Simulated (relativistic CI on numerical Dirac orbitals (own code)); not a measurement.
## Cr²⁺ in a cubic cluster: 2p photoemission with charge transfer

Computed with a charge-transfer multiplet model of a cubic metal-ligand cluster with up to one ligand hole, Slater and spin-orbit integrals from Dirac-Coulomb-Breit ions, Slater integrals scaled by 0.7. The ground state mixes d4 with configurations of k ligand holes L, whose averages lie at kΔ + k(k − 1)U_dd/2; a core hole lowers each added d electron by U_cd. 20 K, Lorentzian 0.6 eV and Gaussian 0.8 eV FWHM.

Atomic integrals in eV (Slater integrals scaled, ζ unscaled), ground: F2dd 6.716, F4dd 4.172, zeta_d 0.027; with the core hole: F2dd 8.069, F4dd 5.055, zeta_d 0.047, zeta_core 5.620, F2cd 4.593, G1cd 3.414, G3cd 1.938.

Cluster parameters (eV): U_dd = 5.4, U_cd = 6.6, 10Dq = 1.3, 10Dq(ligand) = 0.6, V(eg) = 1.9, V(t2g) = -0.88, final-state hopping factor = 0.8.

```tsv
Case	n_d	d4	d5L	S
Δ = 3.4 eV	4.29	0.71	0.29	1.99
Δ = 6.4 eV	4.16	0.84	0.16	2.00
Δ = 9.4 eV	4.10	0.90	0.10	2.00
```

Weights, n_d and S are thermal averages at 20 K. Binding energies count from the first peak over 30 % of the highest in each spectrum, which can be another peak from case to case. The parameters are a model scan and need not match a compound or its usual spin state. Peaks in eV (height, largest 100):
- Δ = 3.4 eV: 0.0 (100), 0.8 (94), 2.7 (66), 10.5 (71), 17.6 (18)
- Δ = 6.4 eV: 0.0 (100), 10.2 (64), 16.4 (7)
- Δ = 9.4 eV: 0.0 (100), 3.4 (23), 10.0 (58)

Curve for Δ = 9.4 eV (points under 2 left out, the grid thinned):

```tsv
E (eV)	Intensity
-3.4	2.1
-3.0	2.6
-2.5	3.7
-2.1	5.3
-1.6	9.6
-1.2	19.3
-0.7	53.2
-0.3	89.7
0.1	99.1
0.6	84.4
1.0	73.5
1.5	58.8
1.9	45.4
2.4	27.2
2.8	21.9
3.2	22.8
3.7	22.4
4.1	20.2
4.6	18.7
5.0	17.0
5.5	13.2
5.9	10.4
6.4	8.9
6.8	8.5
7.2	8.5
7.7	9.0
8.1	10.7
8.6	18.5
9.0	33.0
9.5	52.1
9.9	58.0
10.3	54.1
10.8	34.6
11.2	20.3
11.7	12.8
12.1	10.9
12.6	9.3
13.0	8.2
13.4	7.4
13.9	6.6
14.3	5.7
14.8	3.7
15.2	2.8
15.7	2.3
16.1	2.0
```

For the case Δ = 6.4 eV, Δ = 6.4 eV is larger than U_dd = 5.4 eV, the Mott-Hubbard side of the Zaanen-Sawatzky-Allen scheme. With the core hole the configuration with one ligand hole lies at Δ − U_cd = -3.2, -0.2, 2.8 eV from the one without, in the order of the table; where this is negative the screened configuration lies lower, though the effective hopping of about 2.8 eV (from the holes of the mixed ground state) mixes the two strongly wherever it is as large as the gap.

With at most 1 ligand hole the space is cut while the next configuration still counts, so covalency is underestimated, and a final configuration with one more ligand hole, which can lie low, is missing from the spectra.
